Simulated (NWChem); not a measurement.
# Correlation energy of silanone (H2OSi)

```xyz
4

Si     0.0000     0.0000     0.4410
O      0.0000     0.0000    -1.0911
H     -1.2354     0.0000     1.2774
H      1.2354     0.0000     1.2774
```
Charge 0, spin multiplicity 1.

All runs are NWChem calculations. The geometry was optimised at PBE0/def2-SVP, a minimum by its harmonic frequencies.

Basis set: 3-21G. Each correlation energy counts from its own Hartree-Fock reference.

| method | correlation energy (mHa) | difference from CCSD(T) |
|---|---|---|
| MP2 | -200.0 | +13.7 |
| SCS-MP2 | -198.0 | +15.7 |
| CR-CCSD[T] | -213.9 | -0.1 |
| CR-CCSD(T) | -212.1 | +1.7 |
| CCSD | -205.0 | +8.7 |
| CCSD+T(CCSD) | -216.1 | -2.4 |
| CCSD(T) | -213.7 | 0.0 |
| CCSDT | -214.1 | -0.3 |

The values span 18.1 mHa, from CCSD+T(CCSD) (lowest) to SCS-MP2 (highest). 

The correlated methods keep 6 core orbitals frozen. Differences from the coupled-cluster row are differences between methods, not errors against experiment.
